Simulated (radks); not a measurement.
Results of a calculation; reference values are marked as such.
All-electron atom: Yb24+ in [Kr] 4d10.

Level of theory: scalar-relativistic Kohn-Sham, PBE, spin-unpolarised, spherical densities, point nucleus (a radial shooting solver on a logarithmic mesh with Libxc functionals).

Energy parts (eV):
| part | energy |
|---|---|
| total | -376061.78 |
| kinetic | 410518.78 |
| electron-nucleus | -889451.97 |
| Hartree | 110033.77 |
| exchange-correlation | -7162.36 |

Orbitals (lengths in bohr, moments of r in powers of bohr):
orbital  occ.  eigenvalue (eV)       <r^4>      <r>
1s          2        -61994.45   7.551e-07  0.01966
2s          2        -11131.84   0.0001163  0.08336
2p          6        -9898.295  0.00008942  0.07419
3s          2        -3102.609    0.004283   0.2162
3p          6        -2730.708    0.004529   0.2156
3d         10        -2279.228    0.003510   0.1955
4s          2        -1165.007     0.08183   0.4630
4p          6        -1034.828     0.09876   0.4819
4d         10        -865.9318      0.1166   0.4942

The highest occupied level is 4d at -865.93 eV. Summed over all electrons, <r^2> = 5.788 bohr^2, which gives a Langevin (diamagnetic) susceptibility term of -4.58 x 10^-6 cm^3/mol. The density falls to 0.001 e/bohr^3 at r = 1.35 bohr.
